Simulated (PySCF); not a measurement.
## Computed structure and properties of [IrH5]−

System: [IrH5]− (doublet; a saddle point, relaxed within its symmetry); start: displaced along the imaginary mode (C2). Method: PySCF 2.14.0, UKS B3LYP, Ir def2-SVP with ECP60, H def2-SVP; non-relativistic Hamiltonian with scalar-relativistic core potentials where named; density fitting; no spin-orbit coupling.

Input of the relaxation:

```python
mol = gto.M(atom='''
Ir     0.00000     0.00000    -0.00206
H     -0.00000    -0.00000     1.54791
H      1.56093    -0.14317    -0.52196
H     -0.15950     1.73912    -0.05508
H     -1.56093     0.14317    -0.52196
H      0.15950    -1.73912    -0.05508''',
    basis={'Ir': 'def2-SVP', 'H': 'def2-SVP'},
    ecp={'Ir': 'def2-SVP'},
    charge=-1, spin=1)
mf = dft.UKS(mol, xc='B3LYP')
mf.grids.atom_grid = (50, 194)
mf = mf.density_fit()  # fitting sets: Ir def2-universal-JKFIT, H def2-universal-JKFIT
mf.conv_tol = 1e-08; mf.max_cycle = 55
mf.kernel(dm0)  # dm0: converged density of the start geometry
# quasi-Newton relaxation in Cartesian coordinates to a largest gradient under 0.00045 Eh/bohr, steps kept in the point group
```

Run from Python with OMP_NUM_THREADS=2; the lines above give its settings. Where DIIS fails, smearing, a level shift and second-order steps follow.
It took 9.5 s on 2 threads of Arm Neoverse V1, on a shared host, from the converged density of the start.

Course of the relaxation:

```json
{"step": "0", "energy above end (eV)": "0.0818", "largest force component within the symmetry (eV/Å)": "0.572"}
{"step": "1", "energy above end (eV)": "0.0339", "largest force component within the symmetry (eV/Å)": "0.250"}
{"step": "2", "energy above end (eV)": "0.0108", "largest force component within the symmetry (eV/Å)": "0.100"}
{"step": "3", "energy above end (eV)": "0.0053", "largest force component within the symmetry (eV/Å)": "0.103"}
{"step": "4", "energy above end (eV)": "0.0002", "largest force component within the symmetry (eV/Å)": "0.027"}
{"step": "5", "energy above end (eV)": "0.0000", "largest force component within the symmetry (eV/Å)": "0.010"}
{"step": "6", "energy above end (eV)": "0.0000", "largest force component within the symmetry (eV/Å)": "0.001"}
```

Relaxed geometry (C2v):

```xyz
6

Ir    0.0000    0.0000   -0.0218
H     0.0000    0.0000    1.5269
H     1.5658    0.0117   -0.5349
H    -0.0132    1.7002   -0.0217
H    -1.5658   -0.0117   -0.5349
H     0.0132   -1.7002   -0.0217
```

```json
{"contact": "Ir1–H2 (H)", "Å": "1.549"}
{"contact": "Ir1–H3 (H)", "Å": "1.648"}
{"contact": "Ir1–H4 (H)", "Å": "1.700"}
{"contact": "Ir1–H5 (H)", "Å": "1.648"}
{"contact": "Ir1–H6 (H)", "Å": "1.700"}
```

On the finer grid (75, 302):

The HOMO is -0.63 eV and the LUMO is 1.86 eV. The dipole about the centre of mass is 0.23 D. The spin squared is 0.752 and the set of Mulliken populations of Ir1 outside the core potential is s 2.90, p 6.86, d 7.60, f 0.01. The D3(BJ) dispersion energy (not in the energies) is -0.134 eV.

```csv
atom,Mulliken (e),Löwdin (e),spin (e)
Ir1,-0.37,-0.55,0.69
H2,-0.01,0.02,-0.01
H3,-0.13,-0.08,0.17
H4,-0.17,-0.15,-0.01
H5,-0.13,-0.08,0.17
H6,-0.17,-0.15,-0.01
```

On the grid (50, 194), as all that follows. Harmonic modes: 3 unstable, so a saddle point once the symmetry is let go (counted below −25 cm⁻¹); lowest -837 cm⁻¹ (negative: unstable), highest 2402 cm⁻¹, zero-point energy 0.785 eV.

Taking off one H (charge -1, singlet; the rest: doublet) in vacuum, both parts rigid, costs 6.37 eV; the small basis without counterpoise inflates it.

Rigid scan of H along the line from its metal, all other atoms held (where the atom bridges, its other bond changes as well):

```
distance to H2 (Å)  energy (eV)
              1.25        1.611
              1.35        0.597
              1.45        0.125
              1.55        0.000
              1.65        0.091
              1.75        0.312
              1.95        0.937
              2.25        1.915
              2.65        2.682
              3.15        3.035
```

One start shape was tried, so this needn't be the lowest isomer.

Open shells may have lower solutions than the one found.
